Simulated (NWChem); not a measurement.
Basis-set convergence for CClF

```xyz
3

F      0.2557    -1.4846     0.0000
C     -0.6929    -0.5893     0.0000
Cl     0.1092     0.9939     0.0000
```
Charge 0, spin multiplicity 1.

Program: NWChem. The geometry was optimised at PBE/def2-SVP, a minimum by its harmonic frequencies.

Quantity: vertical ionisation energy at the level ΔMP2 (Δ: difference of total energies, the cation a doublet at the parent's geometry with its hole in an orbital of symmetry a' (Cs labels); it is the state that the SCF runs reached, from PBE0 orbitals for Hartree-Fock references, and need not be the lowest).

The correlated methods keep 7 core orbitals frozen. The Pople sets run with spherical d functions. The structure started from a generated list of species. No SCF solution was tested for a lower state. Open-shell Hartree-Fock references start from PBE0 orbitals; any time given for them includes that run.

Relative cost: rough, from shared machines, SCF included, STO-3G = 1.

| basis | functions | vertical ionisation energy (eV) | relative cost |
|---|---|---|---|
| STO-3G | 19 | (withheld) | 1 |
| pcseg-1 | 46 | 10.90 | under 3 |
| cc-pVDZ | 46 | (withheld) | 4 |
| def2-SVPD | 70 | 10.90 | 4 |
| aug-cc-pVDZ | 73 | 10.94 | 8 |
| 6-311++G** | 74 | 10.86 | 4 |
| pcseg-2 | 94 | 10.97 | 9 |
| cc-pVTZ | 94 | 10.98 | 10 |
| aug-cc-pVTZ | 142 | 11.07 | 40 |
| def2-QZVP | 184 | (withheld) | 100 |

Q: Some entries are withheld; supply them.

A: 
- STO-3G, vertical ionisation energy (eV): 8.01
- cc-pVDZ, vertical ionisation energy (eV): 10.71
- def2-QZVP, vertical ionisation energy (eV): 11.11
